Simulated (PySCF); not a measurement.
# Fractional electron number in Ta (tantalum, neutral)

The 6s beta orbital of [Xe] 4f14 5d3 6s2 is emptied in steps (occupation f), with all orbitals relaxed, ending at [Xe] 4f14 5d3 6s1. All numbers are calculated (PySCF 2.14, a scalar-relativistic core potential, in aug-cc-pVTZ-PP with ECP60MDF). The exact energy is a straight line in f; departures are measured from the line between the end points of the same method.

```tsv
f	UHF (eV)	LDA (eV)	PBE (eV)
1	0.000	0.000	0.000
0.9	0.017	-0.247	-0.237
0.7	0.038	-0.579	-0.556
0.5	0.043	-0.692	-0.666
0.3	0.035	-0.582	-0.560
0.1	0.014	-0.249	-0.234
0	0.000	0.000	0.000
```

```
method  E(f=0) − E(f=1) (eV)  −ε at f=1 (eV)  −ε at f=0.5 (eV)
   UHF                 5.739           5.934             5.729
   LDA                 7.621           4.880             7.612
   PBE                 7.226           4.599             7.211
```

Orbital energy along the path (eV):

```json
{"f": "1", "UHF": "-5.934", "LDA": "-4.880", "PBE": "-4.599"}
{"f": "0.9", "UHF": "-5.887", "LDA": "-5.418", "PBE": "-5.112"}
{"f": "0.7", "UHF": "-5.802", "LDA": "-6.508", "PBE": "-6.151"}
{"f": "0.5", "UHF": "-5.729", "LDA": "-7.612", "PBE": "-7.211"}
{"f": "0.3", "UHF": "-5.665", "LDA": "-8.727", "PBE": "-8.301"}
{"f": "0.1", "UHF": "-5.608", "LDA": "-9.846", "PBE": "-9.395"}
{"f": "0", "UHF": "-5.581", "LDA": "-10.348", "PBE": "-9.537"}
```

Reference removal energy between the ground levels: 7.550 eV (measured; NIST Atomic Spectra Database, ionization energies). The calculation has no spin-orbit coupling. UHF lacks correlation.
